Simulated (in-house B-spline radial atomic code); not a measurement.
A fraction x of an electron is removed from 4d in Cd, starting from [Kr] 4d10 5s2 and keeping the highest spin. All numbers are computed (scalar-relativistic (X2C) BLYP, spin-polarised, spherical fractional occupations; Fermi nucleus of rms radius 4.6087 fm) with an all-electron radial atomic-structure program (B-spline basis), not measured.

```
   x  E(x) - E(0) (eV)  4d down level (eV)
   0            0.0000             -11.569
 0.1            1.2140             -12.715
0.21            2.6832             -14.004
0.35            4.7609             -15.684
0.46                 ?                   ?
 0.5            7.2514             -17.531
0.54            7.9626             -18.031
0.68                 ?                   ?
0.84           13.9453             -21.882
0.96           16.6660             -23.467
   1           17.6154             -24.002
```

Q: What belongs in the row x = 0.46?

A: An energy change of 6.5601 eV; 4d down at -17.034 eV.

Q: What belongs in the row x = 0.68?

A: An energy change of 10.6109 eV; 4d down at -19.807 eV.

Q: Check Janak's theorem between x = 0.1 and 0.21.

A: The slope of the energy is 13.36 eV; the orbital levels give 13.36 eV (-ε of the emptying orbital, averaged over the two points).
